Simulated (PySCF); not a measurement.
Sb(OH)(TeH)2 (H3OSbTe2), SMILES [OH][Sb]([TeH])[TeH].

Coordinates come from a r2SCAN-D4/def2-SVP optimisation. The structure was generated by enumeration; whether it is a known compound was not checked. The def2 effective core potentials stand for the cores of Sb, Te; spin–orbit coupling is left out. One conformer was computed; it need not be the lowest.

Two levels are set side by side: PBE/def2-TZVP (PySCF) and CAM-B3LYP/def2-TZVP (PySCF). Same geometry, gas phase. Differences are taken from unrounded values.

```
quantity                     CAM-B3LYP
---------------------------  ---------
orbital gap (eV)                  6.27
highest occupied level (eV)      -7.51
lowest empty level (eV)          -1.24
dipole moment (D)                 1.53
mean polarisability (bohr³)      131.0
```

### Question
What does PBE give, and how far is it from CAM-B3LYP? (Estimate from the structure and the level; the computed values follow.)

### Answer

```json
[
 {"quantity": "orbital gap (eV)", "PBE": "2.63", "PBE minus CAM-B3LYP": "-3.64"},
 {"quantity": "highest occupied level (eV)", "PBE": "-5.39", "PBE minus CAM-B3LYP": "2.12"},
 {"quantity": "lowest empty level (eV)", "PBE": "-2.76", "PBE minus CAM-B3LYP": "-1.52"},
 {"quantity": "dipole moment (D)", "PBE": "1.33", "PBE minus CAM-B3LYP": "-0.21"},
 {"quantity": "mean polarisability (bohr³)", "PBE": "136.0", "PBE minus CAM-B3LYP": "5.0"}
]
```

Without exact exchange PBE keeps part of each electron's self-repulsion, which lifts occupied levels and narrows the gap. PBE's more diffuse valence density responds more strongly to a field. Differences between two approximate levels are no errors against the true value.

Rough cost on one machine, each run with all the roots and properties that it gave: CAM-B3LYP against PBE within a factor of 2.
